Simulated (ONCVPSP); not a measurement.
**Co (Z = 27): variants of one ONCV potential**

Base potential:

cobalt, optimised norm-conserving Vanderbilt (ONCV), made with ONCVPSP 4.0.1 (LDA (Perdew-Wang 92), non-relativistic). Core [Ne] 3s2, reference 3p6 3d7 4s1.5 4p0.5. Waves: 4s: rc 2.55 bohr, ncon 4, nbas 6, qcut 2.8 1/bohr, 1 projector; 3p+4p: rc 1.30 bohr, ncon 3, nbas 7, qcut 10.4 1/bohr, 2 projectors; 3d: rc 1.05 bohr, ncon 4, nbas 9, qcut 13.1 1/bohr, 1 projector. Local part: polynomial inside 1.00 bohr (lpopt 2, dvloc0 0 Ha). Core correction: Teter function, fcfact 4.25, rcfact 1.25.

Cutoffs, loose and tight: the cutoffs (Ha) at which the residual kinetic energy of the hardest occupied pseudo-wave falls to 1 and 0.1 mHa per electron. They do not see the model core or the augmentation charge, which bear on the density cutoff. Test errors are all-electron minus pseudo excitation energies from the reference, over the configurations 3p6 3d7 4s2 4p0; 3p6 3d7 4s1 4p0; 3p6 3d7 4s0 4p0; 3p6 3d7 4s1 4p1. A dash means not determined; rows that change the core or the reference have their own tests. The largest error is taken over the tests solved by every variant that gives reliable tests at all: 3p6 3d7 4s1 4p0; 3p6 3d7 4s1 4p1; 3p6 3d7 4s2 4p0.

A true bound ghost makes a file unfit for plane-wave use even where its test errors are small: the radial tests pick states by their node count and pass the ghost by.

```csv
change,outcome,"cutoff, loose","cutoff, tight",bound ghosts,GHOST(+) flags above zero,largest test error (meV)
base,generated,74 Ha,84 Ha,s,none,-1.4
"all radii but the core radius scaled by about 0.78 (s 2.00, p 1.02, d 0.82 bohr); local potential polynomial inside 0.78 bohr (lpopt 2, dvloc0 0 Ha)",generated,204 Ha,451 Ha,s,none,-1.3
"all radii but the core radius scaled by about 0.84 (s 2.14, p 1.08, d 0.88 bohr); local potential polynomial inside 0.84 bohr (lpopt 2, dvloc0 0 Ha)",generated,91 Ha,368 Ha,s,none,-1.3
"all radii but the core radius scaled by about 0.92 (s 2.34, p 1.20, d 0.96 bohr); local potential polynomial inside 0.92 bohr (lpopt 2, dvloc0 0 Ha)",generated,80 Ha,204 Ha,s,none,-1.2
"all radii but the core radius scaled by about 1.07 (s 2.72, p 1.38, d 1.12 bohr); local potential polynomial inside 1.06 bohr (lpopt 2, dvloc0 0 Ha)",generated,70 Ha,79 Ha,s,none,-2.5
"all radii but the core radius scaled by about 1.11 (s 2.82, p 1.44, d 1.16 bohr); local potential polynomial inside 1.10 bohr (lpopt 2, dvloc0 0 Ha)",generated,69 Ha,77 Ha,s,none,-5.4
"all radii but the core radius scaled by about 1.20 (s 3.04, p 1.56, d 1.26 bohr); local potential polynomial inside 1.20 bohr (lpopt 2, dvloc0 0 Ha)",generated,64 Ha,72 Ha,none,s,+5.7
"all radii but the core radius scaled by about 1.24 (s 3.16, p 1.60, d 1.30 bohr); local potential polynomial inside 1.24 bohr (lpopt 2, dvloc0 0 Ha)",generated,62 Ha,71 Ha,none,s,+4.0
"all radii but the core radius scaled by about 1.32 (s 3.38, p 1.72, d 1.38 bohr); local potential polynomial inside 1.32 bohr (lpopt 2, dvloc0 0 Ha)",generated,60 Ha,68 Ha,none,s,-3.4
```

Reading the sweep of the scale of all radii but the core radius (base = 1) (base included, trends over the rows without a ghost): Bound ghosts are found at 0.78, 0.84, 0.92, 1, 1.07, 1.11.
